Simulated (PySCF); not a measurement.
O₂Si, charge -1, doublet, at a GFN2-xTB geometry (a state made from the parent by changing its charge; the spin is typed, not shown lowest); PySCF with MP2/6-31G*.

Here is a job for PySCF.
```python
from pyscf import gto, scf, mp

mol = gto.Mole()
mol.atom = '''
    O     1.424277   -0.245770    0.005335
    Si   -0.012228    0.338473    0.013371
    O    -1.402879   -0.346558   -0.028735
'''
mol.basis = '6-31g*'
mol.charge = -1
mol.spin = 1
mol.verbose = 4
mol.build()

mf = scf.UHF(mol)
mf.kernel()

pt = mp.MP2(mf)
pt.kernel()
print('E(MP2) = %.10f' % pt.e_tot)
mf.analyze()
```

Question: Write the output that PySCF gives for this input, abridged.

Answer: 
```
PySCF version 2.14.0

[INPUT] verbose = 4
[INPUT] num. atoms = 3
[INPUT] num. electrons = 31
[INPUT] charge = -1
[INPUT] spin (= nelec alpha-beta = 2S) = 1
[INPUT] symmetry False subgroup None
[INPUT] Mole.unit = angstrom
[INPUT] Symbol           X                Y                Z      unit          X                Y                Z       unit  Magmom
[...]
nuclear repulsion = 88.40648916734
number of shells = 20
number of NR pGTOs = 105
number of NR cGTOs = 46
basis = 6-31g*
ecp = {}

******** <class 'pyscf.scf.uhf.UHF'> ********
method = UHF
initial guess = minao
damping factor = 0
level_shift factor = 0
DIIS = <class 'pyscf.scf.diis.CDIIS'>
diis_start_cycle = 1
diis_space = 8
diis_damp = 0
SCF conv_tol = 1e-09
SCF conv_tol_grad = None
SCF max_cycles = 50
direct_scf = True
direct_scf_tol = 1e-13
number electrons alpha = 16  beta = 15
Set gradient conv threshold to 3.16228e-05
init E= -438.531958249547

cycle= 1 E= -438.454007470115  delta_E= 0.078  |g|= 0.687  |ddm|= 1.51
cycle= 2 E= -438.527866801845  delta_E= -0.0739  |g|= 0.572  |ddm|= 0.868
cycle= 3 E= -438.657527638497  delta_E= -0.13  |g|= 0.0343  |ddm|= 0.39
cycle= 4 E= -438.659347023029  delta_E= -0.00182  |g|= 0.0101  |ddm|= 0.0929
cycle= 5 E= -438.659562002969  delta_E= -0.000215  |g|= 0.00369  |ddm|= 0.0323
cycle= 6 E= -438.659592799575  delta_E= -3.08e-05  |g|= 0.00135  |ddm|= 0.0123
cycle= 7 E= -438.659597060244  delta_E= -4.26e-06  |g|= 0.000426  |ddm|= 0.00442
cycle= 8 E= -438.659597577317  delta_E= -5.17e-07  |g|= 0.000212  |ddm|= 0.00129
cycle= 9 E= -438.659597737338  delta_E= -1.6e-07  |g|= 0.000118  |ddm|= 0.00072
cycle= 10 E= -438.659597795568  delta_E= -5.82e-08  |g|= 5.24e-05  |ddm|= 0.000536
cycle= 11 E= -438.65959780609  delta_E= -1.05e-08  |g|= 2.21e-05  |ddm|= 0.000238
cycle= 12 E= -438.659597807669  delta_E= -1.58e-09  |g|= 1.06e-05  |ddm|= 9.12e-05
cycle= 13 E= -438.65959780791  delta_E= -2.41e-10  |g|= 6.6e-06  |ddm|= 2.36e-05
Extra cycle  E= -438.659597807961  delta_E= -5.07e-11  |g|= 5.19e-06  |ddm|= 8.31e-06
converged SCF energy = -438.659597807961  <S^2> = 0.76442434  2S+1 = 2.0143727

******** <class 'pyscf.mp.ump2.UMP2'> ********
nocc = (np.int64(16), np.int64(15)), nmo = (46, 46)
E(UMP2) = -439.11873605092  E_corr = -0.459138242959244
E(SCS-UMP2) = -439.09702829228  E_corr = -0.437430484319027
E_corr(same-spin) = -0.131002392960076
E_corr(oppo-spin) = -0.328135849999168
E(MP2) = -439.1187360509
**** SCF Summaries ****
[...]
Total Energy =                        -438.659597807961063
[...]

 ** Mulliken spin pop alpha/beta on meta-lowdin orthogonal AOs **
 ** Mulliken Spin Density (per AO)  **
spin_pop of  0 O 1s       -0.00000
spin_pop of  0 O 2s        0.00658
spin_pop of  0 O 3s       -0.00015
spin_pop of  0 O 2px       0.03586
spin_pop of  0 O 2py       0.13846
spin_pop of  0 O 2pz      -0.01807
spin_pop of  0 O 3px      -0.00016
spin_pop of  0 O 3py       0.00215
spin_pop of  0 O 3pz      -0.00035
spin_pop of  0 O 3dxy      0.00103
spin_pop of  0 O 3dyz      0.00004
spin_pop of  0 O 3dz^2     0.00037
spin_pop of  0 O 3dxz     -0.00000
spin_pop of  0 O 3dx2-y2    0.00018
spin_pop of  1 Si 1s        0.00000
spin_pop of  1 Si 2s        0.00009
spin_pop of  1 Si 3s        0.35792
spin_pop of  1 Si 4s        0.03335
spin_pop of  1 Si 2px      -0.00000
spin_pop of  1 Si 2py       0.00000
spin_pop of  1 Si 2pz      -0.00000
spin_pop of  1 Si 3px      -0.05351
spin_pop of  1 Si 3py       0.28330
spin_pop of  1 Si 3pz       0.03825
spin_pop of  1 Si 4px      -0.00105
spin_pop of  1 Si 4py      -0.00098
spin_pop of  1 Si 4pz       0.00001
spin_pop of  1 Si 3dxy     -0.00017
spin_pop of  1 Si 3dyz     -0.00105
spin_pop of  1 Si 3dz^2     0.00068
spin_pop of  1 Si 3dxz      0.00033
spin_pop of  1 Si 3dx2-y2    0.01096
spin_pop of  2 O 1s       -0.00000
spin_pop of  2 O 2s        0.00658
spin_pop of  2 O 3s       -0.00015
spin_pop of  2 O 2px       0.02615
spin_pop of  2 O 2py       0.14805
spin_pop of  2 O 2pz      -0.01794
spin_pop of  2 O 3px      -0.00029
spin_pop of  2 O 3py       0.00227
spin_pop of  2 O 3pz      -0.00035
spin_pop of  2 O 3dxy      0.00115
spin_pop of  2 O 3dyz      0.00005
spin_pop of  2 O 3dz^2     0.00037
spin_pop of  2 O 3dxz     -0.00000
spin_pop of  2 O 3dx2-y2    0.00006
 ** Mulliken Spin Density (per atom)  **
spin density of  0 O =      0.16594
spin density of  1 Si =      0.66812
spin density of  2 O =      0.16594
 ** Mulliken pop alpha/beta on meta-lowdin orthogonal AOs **
 ** Mulliken pop       alpha | beta **
In total            16.00000 | 15.00000
 ** Mulliken atomic charges   ( Nelec_alpha | Nelec_beta ) **
charge of  0O =     -0.96413  (     4.56504      4.39909 )
charge of  1Si =      0.92826  (     6.86993      6.20181 )
charge of  2O =     -0.96413  (     4.56504      4.39909 )

WARN: System has nonzero charge -1; the dipole moment is origin-dependent.
Location of origin: [0. 0. 0.]

Dipole moment(X, Y, Z, Debye): -0.06796,  1.88156,  0.07433
```
